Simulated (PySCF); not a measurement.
hydrogen iodide (HI), SMILES I.

The structure is a stationary point at B3LYP-D3(BJ)/def2-TZVPD. The def2 effective core potentials stand for the cores of I; spin–orbit coupling is left out.

Two levels are set side by side: PBE/def2-TZVPD (PySCF) and CAM-B3LYP/def2-TZVPD (PySCF). Same geometry, gas phase. Differences are taken from unrounded values.

```
quantity                     CAM-B3LYP    PBE  PBE minus CAM-B3LYP
---------------------------  ---------  -----  -------------------
orbital gap (eV)                  9.19   4.97                -4.22
highest occupied level (eV)      -9.24  -6.79                 2.44
lowest empty level (eV)          -0.05  -1.83                -1.78
dipole moment (D)                 0.45   0.41                -0.05
mean polarisability (bohr³)       36.2   37.6                  1.4
```

Without exact exchange PBE keeps part of each electron's self-repulsion, which lifts occupied levels and narrows the gap. PBE's more diffuse valence density responds more strongly to a field. Differences between two approximate levels are no errors against the true value.

Rough cost on one machine, each run with all the roots and properties that it gave: CAM-B3LYP against PBE within a factor of 2.
